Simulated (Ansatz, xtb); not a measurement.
## CH5AlSb: where a starting geometry ends

The starting geometry of this gas-phase doublet was built from a drawn formula by distance geometry and a force field; its bonds are those of `[CH2][SbH][AlH2]`.

```xyz
8

C    -0.6166    1.3501    0.4764
Al    2.3961   -0.4689    0.4255
Sb    0.5977    0.6023    2.1197
H    -0.0587    2.1921   -0.0113
H    -0.7704    0.5209   -0.2624
H    -0.3089   -0.9039    2.2162
H     2.3190   -0.0566   -1.1250
H     3.4046   -1.5144    0.9548
```

Task: Predict what becomes of its bonds when it is optimised with r2SCAN-D4/def2-SVP.

Result: A new bond forms, giving a structure given below by its coordinates. Distances that change by over a tenth: Al2–Sb3 (2.69 → 3.22 Å). Contacts that close: C1–Al2 (3.52 → 1.95 Å).

The energy falls by 1.57 eV over 21 steps:

| step | E − E(last) (eV) |
| --- | --- |
| 1 | 1.569 |
| 3 | 1.243 |
| 5 | 1.144 |
| 8 | 1.114 |
| 10 | 0.984 |
| 12 | 0.564 |
| 14 | 0.165 |
| 17 | 0.007 |
| 19 | 0.000 |
| 21 | 0.000 |

Final geometry (Å):

```yaml
atoms:
  - { symbol: C, position_ang: [0.1825, 0.6791, 0.2334] }
  - { symbol: Al, position_ang: [1.9124, -0.1739, -0.0785] }
  - { symbol: Sb, position_ang: [0.2778, 1.1029, 2.3853] }
  - { symbol: H, position_ang: [0.0497, 1.6521, -0.2658] }
  - { symbol: H, position_ang: [-0.6917, 0.0307, 0.0606] }
  - { symbol: H, position_ang: [0.0133, -0.5533, 2.7921] }
  - { symbol: H, position_ang: [3.1724, 0.7330, -0.4245] }
  - { symbol: H, position_ang: [2.0466, -1.7491, 0.0913] }
```

From the same start GFN2-xTB ends elsewhere, differing in Al2–Sb3 (3.05 against 3.22 Å here), Al2–H6 (1.62 against 3.46 Å here), Sb3–H6 (2.69 against 1.73 Å here).

No frequencies were run, so the end isn't proven a minimum. Open shells are spin-unrestricted. Atoms past krypton carry core potentials, without spin–orbit terms. Run with Ansatz 0.2.0, 84 s on 2 threads of Arm Neoverse V2 (shared host).
